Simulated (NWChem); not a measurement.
Molecule: C3H5FSi; SMILES C1=C([SiH2]C1)F

```xyz
10

F     -0.3195     2.1117     0.0000
C     -0.0016     0.8148     0.0000
C      1.2408     0.2638     0.0000
C      1.0265    -1.2474     0.0000
Si    -0.8593    -0.8659     0.0000
H      2.2146     0.7882     0.0000
H      1.4192    -1.7651    -0.9005
H      1.4192    -1.7651     0.9005
H     -1.6457    -1.2540    -1.2234
H     -1.6457    -1.2540     1.2234
```
Atoms are numbered in this order, from 1.

Level: PBE-D3(BJ)/def2-SVP (NWChem), optimised geometry, unscaled harmonic frequencies. 

Problem. List the harmonic frequencies with IR intensities, and the thermochemistry.

Solution. 
```tsv
frequency (cm⁻¹)	IR intensity (km/mol)
191	0.0
317	0.5
330	4.0
515	11.9
524	5.2
617	10.9
635	28.9
693	21.8
744	68.2
793	37.2
832	22.2
925	98.3
932	26.8
1052	5.8
1083	16.6
1190	13.0
1233	120.3
1375	0.9
1628	80.2
2156	111.7
2166	114.4
2987	18.6
3040	5.0
3075	15.1
```

```
Item                                                                               Result
-----------------------------------------------------------------------  ----------------
zero-point energy                                                           41.5 kcal/mol
thermal correction to the enthalpy at 298.15 K (with zero-point energy)     45.5 kcal/mol
heat capacity Cv                                                         20.4 cal/(mol K)
entropy at 298.15 K and 1 atm (symmetry number 1)                        73.7 cal/(mol K)
dipole moment                                                                      1.31 D
```

Rigid rotor and harmonic oscillator.
